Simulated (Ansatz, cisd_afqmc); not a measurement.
System: GeBr, charge 0, doublet. GeBr (SMILES [Ge][Br], doublet).
B3LYP-D3(BJ)/def2-TZVP minimum from Ansatz (a first-principles code):
```xyz
2

Ge     0.0000     0.0000    -1.2291
Br     0.0000     0.0000     1.1237
```
Charge 0, spin multiplicity 2.

Total energies in cc-pVDZ, 11 correlated electrons, 28 frozen orbitals. UHF or UKS for unpaired electrons; spin-orbit terms are left out. Cores are frozen in correlated methods (noble-gas shells, and filled d and f shells in the p block). No relativity. AFQMC/CISD: phaseless, guided by CISD from CCSD amplitudes; bars are statistical, one sigma. Outlying blocks are dropped, and bars are widened where a walk drifts. Over all cases where full CI ran beside it in this data, AFQMC minus full CI had a median of +0.1 mEh and passed +0.4 mEh in a tenth of the cases. Spin-orbit terms, left out, reach several kcal/mol for Br and I, and more for heavier atoms.

```csv
method,program,energy (Eh),minus CCSDTQ (mEh)
HF,Ansatz,-4647.74327,197.01
MP2,Ansatz,-4647.91050,29.77
CCSD,Ansatz,-4647.93405,6.23
CCSD(T),Ansatz,-4647.93907,1.21
CCSDT(Q),Ansatz,-4647.94031,-0.04
CCSDTQ,Ansatz,-4647.94028,0.00
AFQMC/CISD,cisd_afqmc,-4647.9399 ± 0.0003,0.4 ± 0.3
```

Rough core times of Ansatz's runs on a shared machine: CCSD(T) under 20 s, CCSDT(Q) 30 s, CCSDTQ 8 min.
